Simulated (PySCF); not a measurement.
## Exercise with solution: oscillator strength and radiative lifetime

In(H)(OH)(NH2) (H₄InNO), SMILES [OH][InH][NH2].

Geometry optimised at PBE0-D3(BJ)/def2-SVP. The def2 effective core potentials stand for the cores of In; spin–orbit coupling is left out. The values are those of a single conformer.

TDA-PBE0/def2-SVPD in PySCF puts the first singlet state with f over 0.02 at 5.13 eV (vertical), with the transition dipole (-0.187, -0.020, 0.433) in atomic units.

### Question
Find the oscillator strength, the wavelength and the radiative lifetime that this transition would have in vacuum if emission retraced absorption.

### Answer

|μ|² = 0.2229 au, so |μ| = 1.20 D. ΔE = 5.13/27.211 = 0.1885 hartree. f = (2/3) ΔE |μ|² = 0.028 (the program prints 0.028).
λ = 1239.84/5.13 = 242 nm; ν = 41376 cm⁻¹.
Einstein's coefficient A = 0.6670 ν² f s⁻¹ (ν in cm⁻¹) = 3.2e7 s⁻¹, so τ = 1/A = 31 ns. This state is S1. The figure is the radiative limit of this one transition; relaxation, internal conversion, crossing to triplets and a medium change what is measured.
